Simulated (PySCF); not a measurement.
SMILES [CH3][SnH]([Cl])[Cl] (CH4Cl2Sn), singlet, PBE0/def2-SVP optimised geometry.

```
8

Sn     0.22    -1.23     0.00
C     -0.85     0.62     0.00
Cl    -0.47    -2.46     1.88
Cl    -0.47    -2.46    -1.88
H      1.92    -1.23     0.00
H     -0.53     1.23     0.85
H     -0.66     1.15    -0.94
H     -1.92     0.39     0.09
```

Density from PBE0/def2-TZVP, def2 effective core potentials past Kr in PySCF 2.14.0 at that geometry. The core electrons that the potentials of Sn replace are not part of the density.

Minimum of the electron density along straight lines between bonded atoms, close to the bond critical point (lines longer than 1.1 times the sum of covalent radii, or with two minima, are not listed):

```tsv
bond	length / Å	ρ at the minimum / e bohr⁻³	∇²ρ there / e bohr⁻⁵	position (fraction from the first atom)
Sn1–C2	2.130	0.110	___	0.51
Sn1–Cl3	2.351	0.086	0.17	0.47
Sn1–Cl4	2.351	0.086	0.17	0.47
Sn1–H5	1.707	0.116	___	0.63
C2–H6	1.099	0.270	-0.90	0.65
C2–H7	1.099	0.270	-0.90	0.65
C2–H8	1.098	0.271	-0.91	0.65
```

**Question.** Complete the blanks.

**Answer.** 
- Sn1–C2, ∇²ρ there / e bohr⁻⁵: 0.10
- Sn1–H5, ∇²ρ there / e bohr⁻⁵: 0.06
